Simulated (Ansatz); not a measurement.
`C#CC[TeH]` + PH₃ → `P[TeH]` + `C#CC` at 298.15 K and 1 bar (ligand exchange at a Te–C bond).

Computed with Ansatz on PBE0-D4/def2-TZVP structures; ΔE is electronic, products minus reactants. CCSD(T)/CBS adds triple-zeta CCSD(T) − MP2 to the extrapolated MP2 energy (def2 sets, frozen cores). This one scheme is used for every species. Elements past krypton have def2 core potentials. For Te outer-core shells are correlated without core-valence functions, which leaves a few kJ/mol of doubt a bond.

```
    species  CCSD(T)/CBS energy (Eh)  H − E (kJ/mol)  S (J/(mol·K))
`C#CC[TeH]`               -384.20943           156.2          324.8
        PH₃               -342.72256            73.1          210.2
   `P[TeH]`               -610.46278            77.5          290.3
     `C#CC`               -116.49627           159.2          246.7
```

H − E and S are ideal-gas, rigid-rotor, harmonic terms from PBE0-D4/def2-TZVP. 1 Eh = 2625.50 kJ/mol, R = 8.31446 J/(mol·K).

Task: By hand: ΔE, ΔH, ΔS and ΔG.

Result: ΔE = (-610.46278) + (-116.49627) − (-384.20943) − (-342.72256) = -0.02706 Eh = -71.0 kJ/mol. Δ(H − E) = 77.5 + 159.2 − 156.2 − 73.1 = 7.4, so ΔH = -63.6 kJ/mol. ΔS = 290.3 + 246.7 − 324.8 − 210.2 = 2.0 J/(mol·K). ΔG = -63.6 − 298.15 × (2.0)/1000 = -64.2 kJ/mol.

Task: By hand: the equilibrium constant, and the temperature at which ΔG would vanish if ΔH and ΔS stayed fixed.

Result: log₁₀ K = −ΔG/(RT ln 10) = 11.2. ΔH and −TΔS have one sign here, so there is no such temperature. One of them is within its doubt of zero, so this could turn.

The number of gas molecules stays the same, so ΔS is small and ΔH decides. A doubt of 5 kJ/mol in ΔE shifts log₁₀ K by 0.9 here. These are equilibria of isolated gas molecules and say nothing of rates. Largest T1 diagnostic: 0.013 (customary marks: 0.02 for closed shells, 0.045 for open ones).
